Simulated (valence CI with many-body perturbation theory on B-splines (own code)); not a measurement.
## Energy levels of Cs²³⁺

Calculated by relativistic CI+MBPT: four valence electrons over a frozen Dirac-Fock core [Ar] 3d10, radial functions for each j: 11 s, 11 p, 10 d, 8 f, 5 g, 2 h, with the one-electron correlation potential Σ1 (screened to all orders), the two-electron term Σ2, the three-electron term Σ3, Breit, model QED; selected single and double excitations, second order for the rest, scaled by the run's own slope (own B-spline code, finite nucleus).

No measured levels were compared; by estimate levels hold to about 250 cm⁻¹ or 0.2 % of their energy and the worst to 1 %, as in measured heavy ions of charge 2 to 7; those with d or f electrons hold less well. Among the levels kept, up to 450 cm⁻¹ of a level comes from second order outside the variational space, and about a tenth of that is noise between levels of different J, which matters for small intervals.

Levels 46 to 90 of 184, with energies above the lowest level, (4s^2 4p1/2^2) J=0. "Leading %" is the weight of the configuration and term that name the level; weights of strongly mixed levels are sums over their largest components and can fall short. In the jj column 3d3/2^4 stands for four electrons in 3d with j = 3/2. Lifetimes count E1, E2, E3, M1 and M2 decay at the calculated energies, and are blank where another channel may lead or the interval is too uncertain; long ones can be off by a factor of two.

```
No.  Configuration  Term  J  E (eV)  Leading %  Second component  Lifetime                   Leading jj
 46        4s4p²4d    ⁵D  3  180.45         36   19 % 4s4p²4d ³D   7.41 ps  4s 4p1/2 4p3/2 4d5/2 (57 %)
 47        4s4p²4d    ⁵P  1  180.96         68   16 % 4s4p²4d ³P   3.28 ps  4s 4p1/2 4p3/2 4d3/2 (75 %)
 48        4s4p²4d    ³G  3  181.67         60   24 % 4s4p²4d ¹F   27.7 ps  4s 4p1/2 4p3/2 4d3/2 (83 %)
 49        4s4p²4d    ³P  2  181.80         39   32 % 4s4p²4d ³F   6.14 ps  4s 4p1/2 4p3/2 4d3/2 (43 %)
 50        4s4p²4d    ³D  1  182.11         28   19 % 4s4p²4d ¹P   5.53 ps  4s 4p1/2 4p3/2 4d5/2 (40 %)
 51        4s4p²4d    ³G  4  185.06         27   22 % 4s4p²4d ¹G   17.4 ps  4s 4p1/2 4p3/2 4d5/2 (41 %)
 52            4p⁴    ¹S  0  186.10         34   34 % 4s4p²4d ³P   17.1 ps               4p3/2^4 (52 %)
 53        4s4p²4d    ³G  4  187.08         40   24 % 4s4p²4d ¹G   34.0 ps  4s 4p1/2 4p3/2 4d5/2 (82 %)
 54        4s4p²4d    ³D  1  187.69         74    9 % 4s4p²4d ³P   5.00 ps  4s 4p1/2 4p3/2 4d3/2 (77 %)
 55        4s4p²4d    ³D  3  187.95         46   26 % 4s4p²4d ³F   8.26 ps  4s 4p1/2 4p3/2 4d5/2 (66 %)
 56        4s4p²4d    ³D  3  188.73         43   22 % 4s4p²4d ³F   4.06 ps  4s 4p1/2 4p3/2 4d5/2 (63 %)
 57        4s4p²4d    ³D  1  190.21         67   12 % 4s4p²4d ¹P   8.34 ps  4s 4p1/2 4p3/2 4d5/2 (77 %)
 58        4s4p²4d    ³P  0  191.62         80     8 % 4s²4d² ³P   4.05 ps  4s 4p1/2 4p3/2 4d3/2 (62 %)
 59        4s4p²4d    ³F  2  191.70         44   24 % 4s4p²4d ³D   3.54 ps  4s 4p1/2 4p3/2 4d3/2 (57 %)
 60        4s4p²4d    ³P  0  192.68         50   21 % 4s4p²4d ¹S   4.40 ps  4s 4p1/2 4p3/2 4d5/2 (56 %)
 61        4s4p²4d    ³F  2  193.10         38   20 % 4s4p²4d ³D   4.53 ps  4s 4p1/2 4p3/2 4d5/2 (44 %)
 62        4s4p²4d    ³F  3  193.21         41   22 % 4s4p²4d ¹F   5.64 ps  4s 4p1/2 4p3/2 4d5/2 (62 %)
 63        4s4p²4d    ³F  4  193.66         46   20 % 4s4p²4d ¹G   24.7 ps      4s 4p3/2^2 4d5/2 (74 %)
 64        4s4p²4d    ³P  1  193.85         44   20 % 4s4p²4d ³S   4.24 ps  4s 4p1/2 4p3/2 4d5/2 (56 %)
 65        4s4p²4d    ³D  1  194.19         33   26 % 4s4p²4d ³P   3.31 ps  4s 4p1/2 4p3/2 4d5/2 (36 %)
 66        4s4p²4d    ³D  2  194.36         60    7 % 4s4p²4d ³P   4.76 ps  4s 4p1/2 4p3/2 4d5/2 (67 %)
 67        4s4p²4d    ³G  5  195.07         67   29 % 4s4p²4d ⁵F   70.6 ps      4s 4p3/2^2 4d5/2 (84 %)
 68        4s4p²4d    ³D  2  195.21         58   17 % 4s4p²4d ³P   3.44 ps      4s 4p3/2^2 4d3/2 (46 %)
 69        4s4p²4d    ³D  3  197.49         44   16 % 4s4p²4d ³F   3.10 ps      4s 4p3/2^2 4d3/2 (54 %)
 70        4s4p²4d    ³P  2  198.75         34   16 % 4s4p²4d ¹D   3.08 ps      4s 4p3/2^2 4d3/2 (35 %)
 71        4s4p²4d    ³P  1  199.03         33   28 % 4s4p²4d ¹P   3.71 ps      4s 4p3/2^2 4d3/2 (50 %)
 72        4s4p²4d    ³F  4  202.13         70    9 % 4s4p²4d ³G   2.85 ps      4s 4p3/2^2 4d3/2 (70 %)
 73        4s4p²4d    ³D  3  205.20         44   16 % 4s4p²4d ¹F   9.21 ps      4s 4p3/2^2 4d5/2 (73 %)
 74        4s4p²4d    ³P  0  205.31         49   32 % 4s4p²4d ¹S   2.76 ps  4s 4p1/2 4p3/2 4d3/2 (23 %)
 75        4s4p²4d    ³S  1  206.07         40   19 % 4s4p²4d ¹P   4.98 ps      4s 4p3/2^2 4d5/2 (79 %)
 76        4s4p²4d    ³F  4  207.39         56    8 % 4s²4p4f ³F   14.5 ps      4s 4p3/2^2 4d5/2 (74 %)
 77        4s4p²4d    ³P  2  207.89         23   19 % 4s4p²4d ¹D   3.85 ps      4s 4p3/2^2 4d5/2 (50 %)
 78        4s4p²4d    ³D  3  208.42         42   26 % 4s4p²4d ³F   4.94 ps      4s 4p3/2^2 4d5/2 (53 %)
 79        4s4p²4d    ³D  1  209.15         46   33 % 4s4p²4d ¹P   2.61 ps      4s 4p3/2^2 4d3/2 (66 %)
 80        4s4p²4d    ³D  2  210.00         31   14 % 4s4p²4d ³P   2.96 ps      4s 4p3/2^2 4d3/2 (52 %)
 81        4s4p²4d    ³D  3  210.21         65    8 % 4s4p²4d ¹F   5.35 ps      4s 4p3/2^2 4d5/2 (62 %)
 82        4s4p²4d    ³D  1  210.56         65   12 % 4s4p²4d ³P   3.09 ps      4s 4p3/2^2 4d3/2 (65 %)
 83        4s4p²4d    ³D  2  212.52         38   16 % 4s4p²4d ³P   2.85 ps      4s 4p3/2^2 4d3/2 (43 %)
 84        4s²4p4f    ³G  3  213.11         35   21 % 4s²4p4f ¹F   3.50 ps      4s^2 4p1/2 4f5/2 (53 %)
 85        4s4p²4d    ¹D  2  213.74         65   12 % 4s4p²4d ³D   11.0 ps      4s 4p3/2^2 4d5/2 (80 %)
 86        4s²4p4f    ³G  4  215.20         35   23 % 4s²4p4f ¹G   6.56 ps      4s^2 4p1/2 4f7/2 (72 %)
 87        4s²4p4f    ³F  3  215.79         30   16 % 4s²4p4f ³G   3.79 ps      4s^2 4p1/2 4f7/2 (52 %)
 88        4s²4p4f    ³F  2  216.28         40    16 % 4s²4d² ³F   3.72 ps      4s^2 4p1/2 4f5/2 (52 %)
 89        4s4p²4d    ¹F  3  218.54         39   21 % 4s²4p4f ³G   2.59 ps      4s^2 4p1/2 4f7/2 (22 %)
 90        4s4p²4d    ³P  1  219.72         49   38 % 4s4p²4d ¹P   2.27 ps      4s 4p3/2^2 4d5/2 (63 %)
```

Where two levels of one J and parity lie close, their mixing, g and order are uncertain.
